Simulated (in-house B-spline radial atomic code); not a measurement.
Values are calculated unless marked as measured or tabulated.
**Ge ion on P atom: potential, deflection and energy transfer**

The pair potential comes from two frozen, spherical free-atom densities (PBE, B-spline radial code, scalar-relativistic past argon): electrostatics plus the change in Thomas-Fermi kinetic and Dirac exchange energy where they overlap, the recipe behind the universal ZBL potential, which averages such potentials (from solid-state densities) over many pairs. It is written V = (Z1 Z2 e²/r) φ(r/a), with e² = 14.3996 eV·Å and a = 0.46850 Å/(Z1^0.23 + Z2^0.23); ZBL's fit is φ = 0.18175 e^(−3.1998x) + 0.50986 e^(−0.94229x) + 0.28022 e^(−0.4029x) + 0.02817 e^(−0.20162x). Where φ falls below 4e-4 it is continued as an exponential.

Masses 72.63 and 30.97 u.

```
x = r/a  φ, this pair    φ, ZBL
    0.1        0.8939    0.8928
   0.25        0.7741    0.7647
    0.5        0.6267    0.6096
      1         0.435    0.4164
    1.5        0.3153    0.2995
      2        0.2346    0.2218
      3        0.1361    0.1292
      4       0.08421   0.08026
      5       0.05389   0.05224
    6.5       0.02913   0.02914
      8       0.01741   0.01705
     10      0.009648  0.008778
     12       0.00539   0.00474
   14.5      0.002533  0.002328
     17       0.00118  0.001212
```

Q: At x = 2 the electrostatic, kinetic and exchange parts are 3160.87, 4119.8 and -214.66 eV. Find r, V and φ.

A: a = 0.46850/(2.2191 + 1.8642) = 0.11473 Å, so r = 0.22947 Å. V = 3160.87 + 4119.8 + (-214.66) = 7066.01 eV. The bare repulsion is 32 × 15 × 14.3996/0.22947 = 30121 eV, so φ = 0.2346, +5.8 % against ZBL's 0.2218. The kinetic (Pauli) term is 58 % of V here.

Q: The ion comes in at 20.15 keV with impact parameter 0.2295 Å. The scattering integral gives a centre-of-mass angle of 59.15° and a closest approach of 2.861 a. What are the reduced energy, the energy passed on and the laboratory angles?

A: ε = E a M2/(Z1 Z2 e² (M1 + M2)) = 20150 × 4.9623e-06 = 0.1. The most that one collision can pass on is γE with γ = 4 M1 M2/(M1 + M2)² = 0.8383. Here T = γE sin²(θ/2) = 0.8383 × 20150 × 0.2436 = 4115 eV. The ion turns by arctan(sin θ/(cos θ + M1/M2)) = 16.7°, and the struck atom leaves at (180° − θ)/2 = 60.4°. The closest approach is 0.328 Å. With ZBL the angle would be 57.39° and T = 3895 eV.
